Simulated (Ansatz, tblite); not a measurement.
Cost and result up the ladder for `CCCCCCCCCCCC[SeH]` (39 atoms). Charge 0, multiplicity 1. Geometry: PBE-D4/def2-SVP.

Cartesian coordinates in Å:
```
C -4.237 -5.172 -1.407
C -2.994 -4.807 -0.596
C -2.435 -3.418 -0.921
C -1.187 -3.047 -0.116
C -0.622 -1.662 -0.443
C 0.632 -1.308 0.365
C 1.271 0.044 0.018
C 0.407 1.266 0.354
C 1.067 2.620 0.051
C 2.274 2.952 0.938
C 2.965 4.287 0.613
C 2.098 5.514 0.890
Se 2.969 7.239 0.473
H -5.062 -4.450 -1.229
H -4.025 -5.163 -2.497
H -4.616 -6.181 -1.150
H -3.226 -4.860 0.491
H -2.199 -5.567 -0.766
H -3.226 -2.653 -0.749
H -2.201 -3.362 -2.009
H -1.422 -3.099 0.972
H -0.398 -3.815 -0.285
H -0.384 -1.608 -1.530
H -1.414 -0.899 -0.273
H 0.385 -1.328 1.451
H 1.387 -2.111 0.217
H 1.523 0.065 -1.067
H 2.243 0.119 0.552
H 0.126 1.229 1.431
H -0.549 1.206 -0.208
H 0.300 3.417 0.156
H 1.383 2.645 -1.017
H 3.032 2.145 0.851
H 1.955 2.950 2.005
H 3.898 4.367 1.211
H 3.285 4.300 -0.451
H 1.755 5.544 1.944
H 1.190 5.530 0.253
H 4.052 7.069 1.477
```

Ansatz on 2 threads of AMD EPYC 7R13 on a shared host and a share (18 GiB) of an NVIDIA H100 80GB HBM3; xTB runs through tblite on one thread. Times are rough, summed over both states, and most runs start from the orbitals of an earlier one. PBE0-D4/def2-TZVP serves as the yardstick here, not as an exact answer. The other state is a triplet.

The xTB rows come from tblite. Single mean-field runs in def2-TZVP are fitted with def2-universal-jkfit.

xTB has no spin-polarisation term.

| level | functions | wall time |
| --- | --- | --- |
| GFN2-xTB | 83 | 0.053 s |
| GFN1-xTB | 109 | 0.076 s |
| PBE0-D4/def2-TZVP | 576 | 6.6 s |
| PBE-D4/def2-TZVP (with forces) | 576 | 8.2 s |

Question: Estimate what each level gives for the vertical triplet (eV).

Answer: 
```
                         level  vertical triplet (eV)  difference from PBE0-D4/def2-TZVP (eV)
                      GFN2-xTB                   4.34                                   -0.07
                      GFN1-xTB                   5.02                                    0.61
             PBE0-D4/def2-TZVP                   4.40                                    0.00
PBE-D4/def2-TZVP (with forces)                   4.30                                   -0.10
```
